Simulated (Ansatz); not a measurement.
Reaction (formal exchange of groups at the Se–Si bond): `N[SiH]([SiH3])[SeH]` + `[SiH3][SeH]` → `[SeH][SiH2][SeH]` + `N[SiH2][SiH3]`

Program: Ansatz. Geometries: PBE0-D4/def2-TZVP. ΔE: electronic, gas phase. CCSD(T)/CBS is the MP2 limit (def2-TZVPP, def2-QZVPP) plus CCSD(T) − MP2 in def2-TZVPP, frozen cores. This one scheme is used for every species. DFT in def2-TZVPP. B3LYP here is the variant with VWN-RPA as its local correlation; programs differ in this. HSE06 is defined as in plane-wave codes. For Se outer-core shells are correlated without core-valence functions, which leaves a few kJ/mol of doubt a bond. Scalar relativity is left out up to krypton. One conformer a species, not always the lowest.

```json
{"level": "PBE-D4", "ΔE (kcal/mol)": "1.0", "difference from CCSD(T)/CBS": "-0.2"}
{"level": "revPBE-D4", "ΔE (kcal/mol)": "1.1", "difference from CCSD(T)/CBS": "-0.1"}
{"level": "BLYP-D4", "ΔE (kcal/mol)": "1.3", "difference from CCSD(T)/CBS": "0.1"}
{"level": "PBE0-D4", "ΔE (kcal/mol)": "1.1", "difference from CCSD(T)/CBS": "-0.1"}
{"level": "r2SCANh-D4", "ΔE (kcal/mol)": "1.1", "difference from CCSD(T)/CBS": "-0.1"}
{"level": "HSE06-D4", "ΔE (kcal/mol)": "1.1", "difference from CCSD(T)/CBS": "-0.1"}
{"level": "ωB97X-V", "ΔE (kcal/mol)": "1.2", "difference from CCSD(T)/CBS": "0.0"}
{"level": "B2PLYP", "ΔE (kcal/mol)": "1.0", "difference from CCSD(T)/CBS": "-0.2"}
{"level": "PBE-QIDH", "ΔE (kcal/mol)": "1.1", "difference from CCSD(T)/CBS": "-0.1"}
{"level": "B3LYP", "ΔE (kcal/mol)": "0.8", "difference from CCSD(T)/CBS": "-0.4"}
{"level": "RPA@PBE/def2-TZVPP", "ΔE (kcal/mol)": "1.0", "difference from CCSD(T)/CBS": "-0.2"}
{"level": "MP2/def2-TZVPP", "ΔE (kcal/mol)": "1.1", "difference from CCSD(T)/CBS": "-0.1"}
{"level": "HF/def2-QZVPP", "ΔE (kcal/mol)": "1.3", "difference from CCSD(T)/CBS": "0.1"}
{"level": "MP2/def2-QZVPP", "ΔE (kcal/mol)": "1.2", "difference from CCSD(T)/CBS": "0.0"}
{"level": "SCS-MP2/def2-QZVPP", "ΔE (kcal/mol)": "1.1", "difference from CCSD(T)/CBS": "-0.1"}
{"level": "HF/CBS(def2)", "ΔE (kcal/mol)": "1.3", "difference from CCSD(T)/CBS": "0.1"}
{"level": "CCSD(T)/CBS", "ΔE (kcal/mol)": "1.2", "difference from CCSD(T)/CBS": "0"}
```

Largest T1 diagnostic among the species: 0.011.

Leaving LDA and LC-ωPBE aside and taking each functional with its dispersion term where it has one, the values, not all of them listed here, spread over 0.6 kcal/mol, from B97M-V to BHLYP-D4.
